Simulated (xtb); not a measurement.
disilanyl(ethenyl)silane (C2H10Si3), SMILES [SiH2]([SiH2][SiH3])C=C. All values are semi-empirical tight-binding results from xtb (GFN2-xTB unless named), good for trends rather than for accurate numbers. Geometry optimised at GFN2-xTB. The values are those of a single conformer.

Optimised geometry:

```xyz
15

C     -2.6703    -0.1374    -0.9560
C     -2.1386     0.6894    -0.0703
Si    -0.9434     0.1768     1.2912
Si     1.2327     0.4854     0.5406
Si     1.8533    -0.8376    -1.2547
H     -2.4692    -1.1968    -0.9292
H     -3.3328     0.1917    -1.7431
H     -2.3787     1.7439    -0.1478
H     -1.3111     0.9529     2.4849
H     -1.2126    -1.2313     1.6171
H      1.4422     1.9045     0.2004
H      2.1629     0.2785     1.6646
H      1.6833    -2.2625    -0.9536
H      1.0276    -0.5621    -2.4339
H      3.2454    -0.6752    -1.6806
```

Question: Estimate the properties. (Estimate from the structure and the level; the computed values follow.)

Answer: 
```yaml
orbital_gap: 3.43 eV
dipole_moment: 0.18 D
zero_point_energy: 60.9 kcal/mol
G − E(el) at 298.15 K (modified RRHO): 38.4 kcal/mol
static polarisability (D4 model): 111.5 bohr³
solvation energy, GFN2-xTB/ALPB(water): -0.8 kcal/mol
solvation energy, GFN2-xTB/ALPB(acetone): -5.6 kcal/mol
```

Question: Give the atomic charges and the Wiberg bond orders between heavy atoms. (The exact figures need the calculation; the answer reports its results.)

Answer: charges (e) C1 -0.08, C2 -0.14, Si3 0.37, Si4 0.29, Si5 0.36, H6 0.02, H7 0.03, H8 0.02, H9 -0.10, H10 -0.12, H11 -0.13, H12 -0.14, H13 -0.13, H14 -0.13, H15 -0.11. Bond orders C1–C2 1.99, C2–Si3 0.91, Si3–Si4 0.84, Si4–Si5 0.86.
